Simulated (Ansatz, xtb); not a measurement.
AlAsGaHSi: where a starting geometry ends

The starting geometry of this gas-phase triplet was built from a drawn formula by distance geometry and a force field; its bonds are those of `[Ga][Al]1[SiH]=[As]1`.

```yaml
atoms:
  - { symbol: Al, position_ang: [-0.8412, 0.7724, 2.8759] }
  - { symbol: As, position_ang: [0.0231, -0.4603, 4.5065] }
  - { symbol: Ga, position_ang: [-2.2197, 2.0183, 1.4686] }
  - { symbol: Si, position_ang: [1.4175, 0.2079, 3.0000] }
  - { symbol: H, position_ang: [2.7794, 0.2473, 2.4357] }
```

**Question.** Predict what becomes of its bonds when it is optimised with r2SCAN-D4/def2-SVP.

**Answer.** A new bond forms, giving a structure given below by its coordinates. Contacts that close: Ga3–Si4 (4.34 → 2.44 Å).

The energy falls by 1.36 eV over 18 steps:

```json
{"step": "1", "E − E(last) (eV)": "1.363"}
{"step": "3", "E − E(last) (eV)": "0.773"}
{"step": "5", "E − E(last) (eV)": "0.767"}
{"step": "7", "E − E(last) (eV)": "0.760"}
{"step": "9", "E − E(last) (eV)": "0.710"}
{"step": "10", "E − E(last) (eV)": "0.636"}
{"step": "12", "E − E(last) (eV)": "0.358"}
{"step": "14", "E − E(last) (eV)": "0.024"}
{"step": "16", "E − E(last) (eV)": "0.002"}
{"step": "18", "E − E(last) (eV)": "0.000"}
```

Final geometry (Å):

```xyz
5

Al   -1.5110    0.5453    3.4931
As    0.3574   -0.5675    4.5530
Ga   -0.8725    1.7363    1.4239
Si    0.8791    0.5529    2.6345
H     2.3061    0.5186    2.1821
```

From the same start GFN2-xTB reaches the same bonding as this run.

No frequencies were run, so the end isn't proven a minimum. Open shells are spin-unrestricted. The triplet needn't be the ground state. Run with Ansatz 0.2.0, 3 min on 1 thread of Intel(R) Xeon(R) 6975P-C (Granite Rapids) (shared host).
